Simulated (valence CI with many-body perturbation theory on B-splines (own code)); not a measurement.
Ce XXXVIII: calculated level list

Method: configuration interaction combined with many-body perturbation theory (CI+MBPT): three valence electrons over a frozen Dirac-Fock core [Ar], radial functions for each j: 7 s, 7 p, 8 d, 6 f, 4 g, 1 h, with the one-electron correlation potential Σ1, the two-electron term Σ2, the three-electron term Σ3, Breit, model QED; selected CI, second order for the rest, scaled by the run's own slope (own B-spline code, finite nucleus).

The last digits are not significant, and no measured levels were compared; by estimate large intervals hold to a few tenths of a per cent, small ones and those within an open d or f shell to about a per cent. Only levels of the ground parity were solved; by the run's estimate the other parity begins above the list, which can be wrong where configurations are misplaced.

Levels 1 to 19 of 19, with energies above the lowest level, (3d3/2^3) J=3/2. "Leading %" is the weight of the configuration and term that name the level; weights of strongly mixed levels are sums over their largest components and can fall short. In the jj column 3d3/2^4 stands for four electrons in 3d with j = 3/2. Lifetimes count E1, E2, E3, M1 and M2 decay at the calculated energies, and are blank where another channel may lead or the interval is too uncertain; long ones can be off by a factor of two.

| No. | Configuration | Term | J | E (cm⁻¹) | Leading % | Leading jj | g | Lifetime |
| --- | --- | --- | --- | --- | --- | --- | --- | --- |
| 1 | 3d³ | ⁴F | 3/2 | 0 | 58 | 3d3/2^3 (93 %) | 0.628 |  |
| 2 | 3d³ | ⁴F | 5/2 | 137510 | 88 | 3d3/2^2 3d5/2 (97 %) | 1.044 | 13.4 μs |
| 3 | 3d³ | ⁴P | 3/2 | 181920 | 41 | 3d3/2^2 3d5/2 (95 %) | 1.241 | 14.3 μs |
| 4 | 3d³ | ⁴F | 7/2 | 189750 | 51 | 3d3/2^2 3d5/2 (87 %) | 1.086 | 347 μs |
| 5 | 3d³ | ²G | 9/2 | 200390 | 43 | 3d3/2^2 3d5/2 (95 %) | 1.079 | 84.7 ms |
| 6 | 3d³ | ⁴P | 1/2 | 209250 | 62 | 3d3/2^2 3d5/2 (99 %) | 1.906 | 39.5 μs |
| 7 | 3d³ | ⁴P | 5/2 | 314730 | 65 | 3d3/2^2 3d5/2 (71 %) | 1.410 | 34.3 μs |
| 8 | 3d³ | ²G | 7/2 | 333720 | 49 | 3d3/2 3d5/2^2 (92 %) | 1.057 | 6.02 μs |
| 9 | 3d³ | ⁴F | 9/2 | 353290 | 53 | 3d3/2 3d5/2^2 (90 %) | 1.131 | 10.5 μs |
| 10 | 3d³ | ⁴P | 3/2 | 384100 | 42 | 3d3/2 3d5/2^2 (98 %) | 1.144 | 4.17 μs |
| 11 | 3d³ | ²P | 1/2 | 399830 | 62 | 3d3/2 3d5/2^2 (99 %) | 1.418 | 7.18 μs |
| 12 | 3d³ | ²H | 11/2 | 413210 | 100 | 3d3/2 3d5/2^2 (100 %) | 1.085 | 23.1 μs |
| 13 | 3d³ | ²D | 5/2 | 429800 | 73 | 3d3/2 3d5/2^2 (71 %) | 1.161 | 10.2 μs |
| 14 | 3d³ | ²F | 5/2 | 453610 | 52 | 3d3/2 3d5/2^2 (92 %) | 1.091 | 12.4 μs |
| 15 | 3d³ | ²F | 7/2 | 471020 | 87 | 3d3/2 3d5/2^2 (95 %) | 1.108 | 15.5 μs |
| 16 | 3d³ | ²G | 9/2 | 542800 | 55 | 3d5/2^3 (94 %) | 1.125 | 4.53 μs |
| 17 | 3d³ | ²P | 3/2 | 546550 | 45 | 3d3/2 3d5/2^2 (57 %) | 1.102 | 5.40 μs |
| 18 | 3d³ | ²D | 3/2 | 650400 | 81 | 3d5/2^3 (57 %) | 0.919 | 4.42 μs |
| 19 | 3d³ | ²D | 5/2 | 694560 | 67 | 3d5/2^3 (88 %) | 1.149 | 2.74 μs |

The ionisation energy to 3d² ³F2 of the next ion comes out as 2600.2 eV (NIST: 2600 ± 4 eV (theoretical)). All 19 levels together are meant to be complete up to 722340 cm⁻¹.
